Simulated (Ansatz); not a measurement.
**Stretch profile**

GaH₃S (SMILES [SH][GaH2]), closed shell, at its PBE0-D4/def2-TZVP minimum:

```
5
angstrom
S 0.0390 -1.4533 0.6844
Ga -0.3293 0.4332 -0.3834
H 1.2638 -1.1084 1.1133
H -1.7112 0.5325 -1.0979
H 0.7875 1.5224 -0.3578
```

The bond length Ga2–H4 (1.559 Å at the minimum) is set to the values below, the two halves moving rigidly along the bond. Each method's energies count from its own value at the PBE0-D4 minimum structure. Ansatz 0.2.0; basis: def2-TZVPP; cores frozen in the correlated methods. Filled d shells of the heavier atoms are correlated. The def2 sets are not built for correlating such inner shells, so the correlated values are less sure here. B3LYP uses VWN-RPA correlation.

```
bond length (Å)  CCSD(T) (kJ/mol)  PBE0-D4 (kJ/mol)  wB97M-V (kJ/mol)
          1.278              81.5              83.6              80.8
          1.344              42.2              43.8              41.6
          1.440              10.5              11.4              10.2
          1.553               0.0               0.0              -0.1
          1.677               9.4               8.7               9.9
          1.811              34.1              32.8              35.5
          1.954              69.1              67.2              71.9
          2.104             109.6             108.0             114.6
          2.260             151.8             151.7             160.0
```

Minimum and curvature along this coordinate at CCSD(T): A fifth-order fit through the nearest points gives 1.552 Å, with a curvature of about 15 eV/Å².

Treat the two halves as rigid bodies and work out the harmonic wavenumber of this stretch from that curvature (ν̃ = 521.5 √(k/μ) cm⁻¹ with k in eV/Å² and μ in u).

The halves weigh 103.81 and 1.01 u, so μ = 103.81 × 1.01/104.82 = 1.000 u and ν̃ = 521.5 √(15/1.000) ≈ 2000 cm⁻¹. A true normal mode mixes in other motions, so this is a guide only.

Largest difference from the CCSD(T) curve over the scan: PBE-D4 13.6; r2SCAN-D4 2.1; B3LYP-D4 5.0; HF 12.0 kJ/mol. Each curve counts from its own value at the minimum.

No T1 diagnostic of these runs exceeds 0.017. The restricted Hartree–Fock reference is unstable towards an unrestricted one here.

For scale, one of the runs: CCSD(T)/def2-TZVPP, 132 basis functions (an equivalent command: `ansatz run in.yaml --threads 2`). Hardware: 2 CPU threads, shared host. Wall time 8.5 s; peak host memory 0.65 GiB.
